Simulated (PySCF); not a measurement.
Cartesian coordinates (Å):
```xyz
9

C      1.1652    -0.1658     0.1207
N     -0.0128    -0.7493    -0.4349
C     -1.1670     0.0527    -0.1871
H      1.3443     0.8405    -0.2902
H      2.0379    -0.7878    -0.0828
H      1.0693    -0.0383     1.2107
H     -2.0570    -0.4061    -0.6198
H     -1.3309     0.1909     0.8935
H     -1.0489     1.0630    -0.6100
```
Charge 0, spin multiplicity 2.

Question: Estimate the highest occupied spin orbital, total energy and dipole moment that PBE0-D3(BJ)/def2-TZVP (PySCF) returns for this input.

Answer: 
```json
{
  "highest_occupied_spin_orbital": "-7.15 eV",
  "total_energy": "-3657.10 eV",
  "dipole_moment": "1.73 D"
}
```
